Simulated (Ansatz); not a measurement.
`F[SiH](F)[SeH]` + `B1C[SiH2]1` → `[SeH][SiH]1BC1` + `F[SiH2]F` at 700 K and 1 bar (formal exchange of groups at the Se–Si bond).

Program: Ansatz. Geometries: PBE0-D4/def2-TZVP. ΔE: electronic, gas phase. CCSD(T)/CBS adds triple-zeta CCSD(T) − MP2 to the extrapolated MP2 energy (def2 sets, frozen cores). This one scheme is used for every species. For Se outer-core shells are correlated without core-valence functions, which leaves a few kJ/mol of doubt a bond. Scalar relativity is left out up to krypton. One conformer a species, not always the lowest.

```tsv
species	CCSD(T)/CBS energy (Eh)	H − E (kJ/mol)	S (J/(mol·K))
`F[SiH](F)[SeH]`	-2890.73294	117.8	411.1
`B1C[SiH2]1`	-354.85519	197.4	362.0
`[SeH][SiH]1BC1`	-2755.59871	215.9	444.5
`F[SiH2]F`	-489.99391	100.9	321.6
```

H − E and S are ideal-gas, rigid-rotor, harmonic terms from PBE0-D4/def2-TZVP, for one conformer and one mirror image of each species. 1 Eh = 2625.50 kJ/mol, R = 8.31446 J/(mol·K).

Question: By hand: ΔE, ΔH, ΔS and ΔG.

Answer: ΔE = (-2755.59871) + (-489.99391) − (-2890.73294) − (-354.85519) = -0.00449 Eh = -11.8 kJ/mol. Δ(H − E) = 215.9 + 100.9 − 117.8 − 197.4 = 1.6, so ΔH = -10.2 kJ/mol. ΔS = 444.5 + 321.6 − 411.1 − 362.0 = -7.0 J/(mol·K). ΔG = -10.2 − 700 × (-7.0)/1000 = -5.3 kJ/mol.

Question: By hand: the equilibrium constant, and the temperature at which ΔG would vanish if ΔH and ΔS stayed fixed.

Answer: log₁₀ K = −ΔG/(RT ln 10) = 0.4. ΔG = 0 at ΔH/ΔS = 1457 K, though so small a ΔS makes that figure unsure.

TΔS isn't small against ΔH here. The sign of ΔG lies within the doubt. A doubt of 5 kJ/mol in ΔE shifts log₁₀ K by 0.4 here. Other conformers and mirror images would add mixing entropy, several J/(mol·K) or more a flexible species. These are equilibria of isolated gas molecules and say nothing of rates. Largest T1 diagnostic: 0.014 (customary marks: 0.02 for closed shells, 0.045 for open ones).
